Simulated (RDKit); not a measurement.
Internal rotation in SMILES c1cc(Cc2ccccc2)cs1 (C11H10S). Scanned: dihedral C3–C4–C5–C6 and dihedral C4–C5–C6–C7; all other coordinates were relaxed at GFN2-xTB. Points at φ and −φ are mirror images. Heavy atoms are numbered in the order of the SMILES c1ccc(Cc2ccsc2)cc1, hydrogens after them in the order of the atoms that carry them; the mirror image has the same energies with the sign of each dihedral reversed.

Computed with MMFF94 // GFN2-xTB run with RDKit.

Energy in kJ/mol above the lowest grid point; x is the dihedral C3–C4–C5–C6 (°), y the dihedral C4–C5–C6–C7 (°).

| y \ x | -150 | -120 | -90 | -60 | -30 | 0 | 30 | 60 | 90 | 120 | 150 | 180 |
|---|---|---|---|---|---|---|---|---|---|---|---|---|
| 180 | 42.7 | 19.8 | 10.7 | 21.2 | 50.8 | 79.8 | 50.8 | 21.2 | 10.7 | 19.8 | 42.7 | 79.8 |
| 150 | 60.6 | 26.5 | 9.5 | 9.9 | 25.9 | 48.6 | 62.8 | 30.5 | 9.2 | 9.9 | 22.9 | 46.1 |
| 120 | 31.1 | 19.4 | 4.0 | 3.4 | 12.2 | 23.7 | 30.8 | 20.6 | 3.7 | 3.6 | 11.3 | 23.2 |
| 90 | 13.2 | 5.9 | 0.0 | 6.0 | 13.6 | 14.5 | 13.5 | 5.8 | 0.0 | 6.0 | 13.4 | 14.5 |
| 60 | 11.5 | 3.5 | 3.9 | 22.7 | 36.2 | 26.0 | 12.4 | 3.4 | 4.1 | 20.9 | 36.8 | 25.2 |
| 30 | 25.5 | 10.4 | 9.8 | 31.7 | 66.6 | 57.4 | 29.8 | 10.4 | 10.1 | 27.3 | 62.8 | 54.2 |
| 0 | 46.1 | 20.6 | 10.8 | 22.5 | 55.6 | 82.1 | 55.6 | 22.5 | 10.8 | 20.6 | 46.1 | 82.1 |
| -30 | 62.8 | 27.3 | 10.1 | 10.4 | 29.8 | 57.4 | 66.6 | 31.7 | 9.8 | 10.4 | 25.5 | 54.2 |
| -60 | 36.8 | 20.9 | 4.1 | 3.4 | 12.4 | 26.0 | 36.2 | 22.7 | 3.9 | 3.5 | 11.5 | 25.2 |
| -90 | 13.4 | 6.0 | 0.0 | 5.8 | 13.5 | 14.5 | 13.6 | 6.0 | 0.0 | 5.9 | 13.2 | 14.5 |
| -120 | 11.3 | 3.6 | 3.7 | 20.6 | 30.8 | 23.7 | 12.2 | 3.4 | 4.0 | 19.4 | 31.1 | 23.2 |
| -150 | 22.9 | 9.9 | 9.2 | 30.5 | 62.8 | 48.6 | 25.9 | 9.9 | 9.5 | 26.5 | 60.6 | 46.1 |

Points that lie below all their neighbours on the grid: x = -90, y = -90 (0.0 kJ/mol); x = 90, y = 90 (0.0 kJ/mol); x = -90, y = 90 (0.0 kJ/mol); x = 90, y = -90 (0.0 kJ/mol). The lowest path on the grid from the first to the second passes x = 0, y = -90 at 14.5 kJ/mol.
